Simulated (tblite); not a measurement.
C7H4ClO (charge +1).
SMILES with atom numbers: `[O+:1]#[C:2][c:3]1[cH:4][cH:5][cH:6][cH:7][c:8]1[Cl:9]` (hydrogens: H10 on C4; H11 on C5; H12 on C6; H13 on C7)
Bond orders are those of one Lewis drawing.

Computed with GFN2-xTB (tblite), gas phase: Langevin dynamics at 300 K from the optimised GFN2-xTB geometry, time step 0.5 fs, friction 0.01 fs⁻¹, 2000 steps. The instantaneous temperature is 2·E(kin)/(3Nk) with all 3N coordinates.

| t (fs) | T (K) | E(pot) above start (eV) | O1≡C2 (Å) | C2–C3 (Å) | C3–C4 (Å) | C4–C5 (Å) | C5–C6 (Å) | C4–H10 (Å) |
| --- | --- | --- | --- | --- | --- | --- | --- | --- |
| 0 | 250 | 0.000 | 1.126 | 1.354 | 1.429 | 1.368 | 1.400 | 1.079 |
| 25 | 158 | 0.181 | 1.116 | 1.381 | 1.434 | 1.360 | 1.423 | 1.042 |
| 50 | 250 | 0.263 | 1.128 | 1.358 | 1.434 | 1.363 | 1.422 | 1.123 |
| 75 | 200 | 0.290 | 1.135 | 1.361 | 1.463 | 1.356 | 1.400 | 1.110 |
| 100 | 198 | 0.299 | 1.121 | 1.386 | 1.454 | 1.364 | 1.394 | 1.052 |
| 125 | 198 | 0.397 | 1.126 | 1.387 | 1.437 | 1.367 | 1.437 | 1.044 |
| 150 | 181 | 0.392 | 1.132 | 1.380 | 1.467 | 1.345 | 1.414 | 1.132 |
| 175 | 240 | 0.420 | 1.151 | 1.345 | 1.492 | 1.349 | 1.392 | 1.054 |
| 200 | 296 | 0.298 | 1.133 | 1.362 | 1.486 | 1.376 | 1.397 | 1.051 |
| 225 | 279 | 0.344 | 1.110 | 1.415 | 1.419 | 1.371 | 1.407 | 1.124 |
| 250 | 241 | 0.417 | 1.132 | 1.342 | 1.383 | 1.373 | 1.423 | 1.084 |
| 275 | 268 | 0.312 | 1.140 | 1.382 | 1.430 | 1.378 | 1.416 | 1.058 |
| 300 | 227 | 0.323 | 1.117 | 1.366 | 1.446 | 1.391 | 1.419 | 1.093 |
| 325 | 236 | 0.235 | 1.128 | 1.334 | 1.452 | 1.362 | 1.400 | 1.102 |
| 350 | 186 | 0.368 | 1.136 | 1.353 | 1.458 | 1.350 | 1.404 | 1.069 |
| 375 | 201 | 0.379 | 1.117 | 1.356 | 1.433 | 1.361 | 1.436 | 1.084 |
| 400 | 264 | 0.280 | 1.135 | 1.373 | 1.464 | 1.356 | 1.396 | 1.088 |
| 425 | 205 | 0.375 | 1.129 | 1.335 | 1.456 | 1.356 | 1.377 | 1.080 |
| 450 | 270 | 0.415 | 1.136 | 1.365 | 1.445 | 1.354 | 1.416 | 1.048 |
| 475 | 450 | 0.413 | 1.114 | 1.371 | 1.425 | 1.374 | 1.415 | 1.097 |
| 500 | 322 | 0.451 | 1.125 | 1.354 | 1.444 | 1.380 | 1.395 | 1.073 |
| 525 | 411 | 0.217 | 1.132 | 1.353 | 1.483 | 1.382 | 1.394 | 1.087 |
| 550 | 310 | 0.291 | 1.122 | 1.343 | 1.456 | 1.328 | 1.389 | 1.080 |
| 575 | 260 | 0.403 | 1.116 | 1.334 | 1.441 | 1.323 | 1.390 | 1.086 |
| 600 | 254 | 0.424 | 1.124 | 1.307 | 1.462 | 1.352 | 1.428 | 1.070 |
| 625 | 248 | 0.348 | 1.139 | 1.371 | 1.443 | 1.399 | 1.409 | 1.075 |
| 650 | 309 | 0.359 | 1.117 | 1.349 | 1.401 | 1.406 | 1.398 | 1.129 |
| 675 | 348 | 0.266 | 1.115 | 1.365 | 1.425 | 1.394 | 1.371 | 1.075 |
| 700 | 312 | 0.485 | 1.128 | 1.371 | 1.437 | 1.382 | 1.361 | 1.023 |
| 725 | 327 | 0.560 | 1.130 | 1.349 | 1.398 | 1.388 | 1.396 | 1.136 |
| 750 | 272 | 0.538 | 1.126 | 1.363 | 1.391 | 1.393 | 1.406 | 1.148 |
| 775 | 257 | 0.620 | 1.138 | 1.394 | 1.384 | 1.384 | 1.387 | 1.012 |
| 800 | 354 | 0.401 | 1.133 | 1.381 | 1.380 | 1.408 | 1.405 | 1.092 |
| 825 | 255 | 0.408 | 1.132 | 1.416 | 1.384 | 1.398 | 1.382 | 1.156 |
| 850 | 188 | 0.520 | 1.138 | 1.363 | 1.399 | 1.350 | 1.386 | 1.020 |
| 875 | 358 | 0.400 | 1.135 | 1.365 | 1.444 | 1.331 | 1.399 | 1.110 |
| 900 | 412 | 0.403 | 1.127 | 1.370 | 1.495 | 1.360 | 1.401 | 1.110 |
| 925 | 367 | 0.665 | 1.135 | 1.355 | 1.456 | 1.381 | 1.403 | 1.022 |
| 950 | 405 | 0.466 | 1.120 | 1.373 | 1.423 | 1.383 | 1.389 | 1.107 |
| 975 | 264 | 0.639 | 1.131 | 1.370 | 1.447 | 1.398 | 1.370 | 1.118 |
| 1000 | 368 | 0.504 | 1.128 | 1.365 | 1.479 | 1.394 | 1.416 | 1.076 |

**Question.** From 500 fs on, how do temperature and potential energy compare with equipartition?

**Answer.** The mean temperature of these 21 frames is 314 K against the target 300 K, and the mean potential energy 0.45 eV against 33 × kT/2 = 0.43 eV for 33 classical harmonic modes. For 13 atoms in a canonical ensemble the temperature itself scatters by T·√(2/(3N)) = 68 K; here its standard deviation is 60 K. The whole run lasts only 10 friction times of 100 fs, so these averages carry a wide statistical error.

**Question.** What are the kinetic and total energies of the listed frame with the highest potential energy?

**Answer.** The one at 925 fs, 0.665 eV above the start. Its kinetic energy is 3NkT/2 = 0.617 eV at 367 K, so the sum is 1.28 eV; over the listed frames the sum runs from 0.42 to 1.28 eV, since the thermostat adds and removes energy.

**Question.** How much do the listed bonds fluctuate from 500 fs on?

**Answer.** 
| bond | at the start (Å) | mean (Å) | standard deviation (Å) |
| --- | --- | --- | --- |
| O1≡C2 | 1.126 | 1.128 | 0.007 |
| C2–C3 | 1.354 | 1.363 | 0.021 |
| C3–C4 | 1.429 | 1.432 | 0.034 |
| C4–C5 | 1.368 | 1.377 | 0.025 |
| C5–C6 | 1.400 | 1.394 | 0.015 |
| C4–H10 | 1.079 | 1.086 | 0.040 |

The motion is classical and holds no zero-point motion.

The cost below is that of the whole dynamics run. The run took 26 s on an Intel Xeon Platinum 8259CL at 2.50 GHz with one thread (shared host), and the process peaked at 0.18 GiB of memory.
